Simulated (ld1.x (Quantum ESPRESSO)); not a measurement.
An all-electron radial function and its pseudo partner (aluminium)

Columns: radius, all-electron u(r) and pseudo u(r) of the 3p shell (level -3.04 eV) of aluminium in the configuration [Ne] 3s1.5 3p1.5; PBE, scalar-relativistic, ultrasoft scheme, ld1.x (Quantum ESPRESSO) 7.5.

| r (bohr) | all-electron | pseudo |
| --- | --- | --- |
| 0.125 | 0.1013 | -0.0046 |
| 0.250 | 0.1972 | -0.0181 |
| 0.375 | 0.2195 | -0.0399 |
| 0.500 | 0.1863 | -0.0691 |
| 0.625 | 0.1219 | -0.1043 |
| 0.750 | 0.0433 | -0.1440 |
| 0.875 | -0.0392 | -0.1868 |
| 1.000 | -0.1195 | -0.2312 |
| 1.125 | -0.1944 | -0.2757 |
| 1.250 | -0.2623 | -0.3192 |
| 1.375 | -0.3225 | -0.3607 |
| 1.500 | -0.3752 | -0.3994 |
| 1.625 | -0.4208 | -0.4348 |
| 1.750 | -0.4596 | -0.4666 |
| 1.875 | -0.4917 | -0.4944 |
| 2.000 | -0.5174 | -0.5180 |
| 2.125 | -0.5371 | -0.5371 |
| 2.250 | -0.5514 | -0.5514 |
| 2.375 | -0.5608 | -0.5608 |
| 2.500 | -0.5658 | -0.5658 |
| 2.625 | -0.5670 | -0.5670 |
| 2.750 | -0.5649 | -0.5649 |
| 2.875 | -0.5598 | -0.5598 |
| 3.000 | -0.5524 | -0.5524 |
| 3.125 | -0.5428 | -0.5428 |
| 3.250 | -0.5316 | -0.5316 |

Q: How many radial nodes do the two functions have?

A: The all-electron 3p function has n − l − 1 = 1; the pseudo-wave has 0, since the states of the same l below it are removed with the core.

Q: At about which radius was the pseudo-wave matched?

A: 2.20 bohr, where the columns begin to agree (steps of 0.12 bohr).

Q: Is the pseudo-wave norm-conserving?

A: No, it belongs to an ultrasoft set: the norm inside the radius is not constrained, and the difference is carried by the augmentation charge.
